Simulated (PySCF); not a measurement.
**Germanium: a sound run and one with changed settings**

Sound run: Ge [Ar] 3d10 4s2 4p2, Ge+ [Ar] 3d10 4s2 4p1. Computed with PySCF 2.14 in pcseg-2, with the non-relativistic Hamiltonian (point nucleus). In the sound run the correlated levels freeze [Ar] 3d10. The sound run starts from symmetry-adapted Hartree-Fock orbitals and uses a fine grid where one is needed.

Changed run: a valence shell is frozen. This setting is unsound on purpose.

```
species   method  sound run (hartree)  changed run (hartree)  converged
     Ge      MP2          -2075.38261            -2075.33763        yes
     Ge  CCSD(T)          -2075.39927            -2075.33969        yes
```

Ionisation energy of Ge:

```
 method  sound run (eV)  changed run (eV)
    UHF           7.448             7.448
    MP2           7.790             7.578
SCS-MP2           7.716             7.492
   CCSD           7.818             7.633
CCSD(T)           7.844             7.633
  CCSDT             n/a             7.633
    FCI             n/a             7.633
```

Freezing a valence shell removes pair correlation that changes on ionisation.

For comparison, NIST gives 7.899 eV between the lowest levels.
